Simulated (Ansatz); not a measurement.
Species: InI2 (charge 0, doublet). It need not be the lowest isomer of its formula. SMILES: [I][In][I]
Coordinates optimised at B3LYP-D3(BJ)/def2-TZVP (Ansatz, an electronic-structure program):
```xyz
3

In     0.7797     0.3819     0.2539
I     -0.7476     1.6431    -1.6656
I      0.0268    -1.9962     1.4308
```
Charge 0, spin multiplicity 2.

Wanted: atomisation energy (electronic, to ground-state atoms), in kcal/mol. Correlated levels leave the core frozen unless marked. UHF or UKS for open shells. No spin-orbit coupling. The frozen core is the preceding noble-gas configuration, with the filled d and f shells of earlier blocks. In def2 rows, elements after Kr have scalar-relativistic effective core potentials. STO-3G rows are all-electron and non-relativistic. The coupled-cluster limit lacks core correlation, which all-electron functionals hold. CBS(X,Y): correlation extrapolated as X^-3; Hartree-Fock from the larger set. The bracket is a focal-point correction in the basis named.

```
level                                                                 program  atomisation energy (kcal/mol)
-------------------------------------------------------------  --------------  -----------------------------
HF/STO-3G                                                              Ansatz                          166.1
BLYP-D3(BJ)/def2-TZVPD                                         Ansatz + dftd3                          112.6
BLYP-D4/def2-TZVPD                                             Ansatz + dftd4                          111.9
revPBE-D3(BJ)/def2-TZVPD                                       Ansatz + dftd3                          113.6
B97M-V/def2-TZVPD                                                      Ansatz                          113.5
B3LYP-D3(BJ)/def2-TZVPD                                        Ansatz + dftd3                          112.3
r2SCAN0-D4/def2-TZVPD                                          Ansatz + dftd4                          115.6
HSE06-D4/def2-TZVPD                                            Ansatz + dftd4                          117.5
LC-wPBE-D4/def2-TZVPD                                          Ansatz + dftd4                          110.8
RI-MP2/def2-TZVPPD                                                     Ansatz                          113.8
RI-MP2/def2-QZVPP                                                      Ansatz                          117.7
RI-MP2/def2-QZVPPD                                                     Ansatz                          117.8
RI-MP2/CBS(def2-TZVPP,def2-QZVPP)                                      Ansatz                          121.0
CCSD/def2-TZVPP                                                        Ansatz                          103.2
RI-MP2/CBS(def2-TZVPPD,def2-QZVPPD)+[CCSD(T)-MP2]/def2-TZVPPD          Ansatz                          115.1
```
